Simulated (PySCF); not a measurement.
CH5AlF2O2Si, SMILES [OH][Al]([OH])[CH2][SiH](F)F.

Geometry optimised at B3LYP-D3(BJ)/def2-SVP. The structure was generated by enumeration; whether it is a known compound was not checked. One conformer was computed; it need not be the lowest.

Computed with IEF-PCM-B3LYP/def2-SVP (PySCF).

The values are the electrostatic part of the solvation free energy, E(continuum) − E(gas) at the gas-phase geometry, in a cavity of scaled van der Waals radii (PySCF's table); cavitation and dispersion terms are not included. A continuum can't describe solvent molecules that bind to the metal. In vacuum the orbital gap is 8.15 eV. The dipole moment in vacuum is 1.27 D.

Computed values in water (ε = 78.36), 2-propanol (ε = 19.26), acetonitrile (ε = 35.69):
```
solvent           ε  ΔG(elec) (kcal/mol)  dipole (D)  gap (eV)
------------  -----  -------------------  ----------  --------
water         78.36                 -8.6        1.55      8.19
2-propanol    19.26                 -8.0        1.53      8.19
acetonitrile  35.69                 -8.3        1.54      8.19
```
